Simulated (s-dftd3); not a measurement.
C2H3O, charge +1, singlet, geometry from GFN2-xTB; D3(bj) for blyp run with s-dftd3 1.4.0.

The s-dftd3 input:
```
$ s-dftd3 mol.xyz --bj blyp --json dftd3.json --noedisp --grad

# file mol.xyz
6

C     -0.01166182    -0.08945283    -1.26513497
C     -0.00757544    -0.00008331    -0.00740794
H      0.04865840     0.76815996    -1.92812251
H     -0.05703832    -1.03326988    -1.79977604
O      0.10024135     0.07934483     1.19620992
H     -0.67812734     0.16756814     1.79347667
```

Question: What does s-dftd3 print? Leave out banner, timings and long lists.

Answer: 
```
-----------------------------------
 s i m p l e   D F T - D 3  v1.4.0
-----------------------------------

Rational (Becke-Johnson) damping: blyp-D3(BJ)
---------------------
  s6         1.0000
  s8         2.6996
  s9         0.0000
  a1         0.4298
  a2         4.2359
 alp        14.0000
--------------------

Dispersion energy:      -5.2861695682171E-03 Eh

Gradient norm:           4.0688559906294E-04 Eh/a0
--------------------------------------------------
     #    Z           dE/dx      dE/dy      dE/dz
--------------------------------------------------
     1    6 C     2.242E-05 -1.650E-05 -2.131E-04
     2    6 C     4.542E-06  2.471E-06  3.842E-05
     3    1 H     3.643E-06  3.191E-05 -1.195E-04
     4    1 H    -1.086E-06 -4.869E-05 -1.138E-04
     5    8 O     8.044E-07  1.706E-05  2.401E-04
     6    1 H    -3.033E-05  1.374E-05  1.679E-04
--------------------------------------------------

Virial:
--------------------------------------------------
      component           x          y          z
--------------------------------------------------
          x       3.891E-05 -5.865E-06 -1.642E-04
          y      -5.865E-06  1.511E-04  1.738E-04
          z      -1.642E-04  1.738E-04  2.443E-03
--------------------------------------------------

[Info] JSON dump of results written to 'dftd3.json'
```
